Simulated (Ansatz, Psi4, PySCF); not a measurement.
chlorobenzene (C6H5Cl), singlet, geometry from GFN2-xTB. Base run: MP2/STO-3G run with PySCF.

Here is a job for PySCF.
```python
from pyscf import gto, scf, mp

mol = gto.M(
    atom='''
Cl    2.230833    0.178301    0.001666
C     0.505653    0.040415    0.000378
C    -0.270115    1.188040    0.019311
C    -1.649225    1.070452    0.018162
C    -2.244936   -0.179428   -0.001677
C    -1.458233   -1.318817   -0.020483
C    -0.077952   -1.215859   -0.019571
H     0.201293    2.158229    0.034705
H    -2.258747    1.961460    0.032865
H    -3.320984   -0.265432   -0.002481
H    -1.918469   -2.295326   -0.035985
H     0.541595   -2.098853   -0.034150
''',
    basis='sto-3g',
    charge=0,
    spin=0,
    verbose=3,
)

mf = scf.RHF(mol)
mf.kernel()

pt = mp.MP2(mf)
pt.kernel()
print('E(MP2) = %.10f' % pt.e_tot)
```

The same geometry, method and basis name were run in Ansatz (a program for electronic structure) and Psi4 and PySCF, at each program's defaults and at the settings that a row names. The base is PySCF at its defaults. Differences at the defaults can come from grids, fitting, cores and function types together.

```tsv
code and settings	ΔE vs base (mEh)	basis functions	E (Eh)	SCF cycles
PySCF, defaults (exact integrals, spherical functions, all electrons correlated)	0.000	44	-682.24860	10
Psi4, defaults (density fitting with its default set, spherical functions, all electrons correlated)	-0.844	44	-682.24944	12
Ansatz, defaults (factorised integrals, spherical functions, frozen core)	2.973	44	-682.24563	-
PySCF, frozen core	2.941	44	-682.24566	10
Psi4, exact integrals, spherical functions, frozen core	2.941	44	-682.24566	12
Ansatz, high accuracy, frozen core	2.941	44	-682.24566	-
```
